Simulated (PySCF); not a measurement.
Two-component Hartree-Fock for Nb¹⁴⁺ (niobium, charge +14)

Start: [Ar] 3d9; 3d3/2 filled at m_j = -3/2, -1/2, +1/2, +3/2; 3d5/2 filled at m_j = -3/2, -1/2, +1/2, +3/2, +5/2. Calculated with PySCF 2.14 in an even-tempered Gaussian basis (17 s from 1.2 bohr⁻², ratio 2.8; 13 p from 1.5 bohr⁻², ratio 2.8; 8 d from 1.5 bohr⁻², ratio 2.8; 4 f from 8.2 bohr⁻², ratio 3): generalised Hartree-Fock with the X2C-1e Hamiltonian and a Gaussian nucleus; one run each with spin-orbit coupling (SO) switched off, then screened by Boettger's factors.

```csv
spinor shell,electrons,"ε, spin-free (eV)","ε, screened SO (eV)",weight of nominal j (screened SO),"rms radius, screened SO (bohr)"
1s1/2,2,-19428.4,-19427.5,1.000,0.0415
2s1/2,2,-3076.4,-3076.1,1.000,0.171
2p1/2,2,-2777.7,-2844.7,1.000,0.149
3s1/2,2,-799.28,-799.18,1.000,0.465
3p1/2,2,-698.14,-711.59,0.989,0.461
3p3/2,4,-698.14,-691.72,0.995,0.471
3d3/2,4,-538.09,-540.63,0.933,0.448
3d5/2,5,-538.09,-536.18,0.947,0.451
```

Q: Where does 2p3/2 lie, and what is the 2p spin-orbit splitting (screened SO)?

A: At -2746.0 eV, 98.689 eV above 2p1/2.

| quantity | spin-free | screened SO |
| --- | --- | --- |
| E (hartree) | -3742.66482 | -3743.11230 |
| M_J | 5/2 | 5/2 |
| ⟨J²⟩ | 8.751 | 8.751 |
| ⟨L²⟩ | 6.001 | 6.006 |
| ⟨S²⟩ | 0.750 | 0.755 |

Each row is a mean over spinors that exchange with the open shell spreads, by up to 13.318 eV (3p3/2).

Breit and QED terms are absent; they matter most for the inner s and p1/2 levels.

Densities and radii are taken from the X2C orbitals without a picture-change correction, which distorts them close to the nucleus.

Without spin-orbit coupling the j labels of p, d and f shells carry no meaning; the spin-free column gives the mean over the occupied spinors of each nl shell.
